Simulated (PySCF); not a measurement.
TiOCl2, SMILES [O]=[Ti]([Cl])[Cl], multiplicity 1.

Geometry optimised at TPSSh-D3(BJ)/def2-SVP. The spin state was assumed, not searched.

Two levels are set side by side: TDA-PBE/def2-SVPD (PySCF) and TDA-ωB97X/def2-SVPD (PySCF). Vertical, same geometry. The lowest singlet is HOMO→LUMO 99 % with PBE and HOMO→LUMO 83 % with the other functional; states are paired by order. Differences are taken from unrounded values.

```
quantity                              TDA-ωB97X
------------------------------------  ---------
lowest singlet excitation (eV)             4.06
lowest triplet excitation (TDA) (eV)       3.99
```

### Question
What does TDA-PBE give, and how far is it from TDA-ωB97X? (An estimate is asked for; the answer gives what the named calculation found.)

### Answer

| quantity | TDA-PBE | TDA-PBE minus TDA-ωB97X |
|---|---|---|
| lowest singlet excitation (eV) | 2.98 | -1.08 |
| lowest triplet excitation (TDA) (eV) | 2.92 | -1.07 |

A lower first singlet is the usual sign of a functional without exact exchange. Differences between two approximate levels are no errors against the true value.

Rough cost on one machine, each run with all the roots and properties that it gave: TDA-ωB97X against TDA-PBE about 5 times.
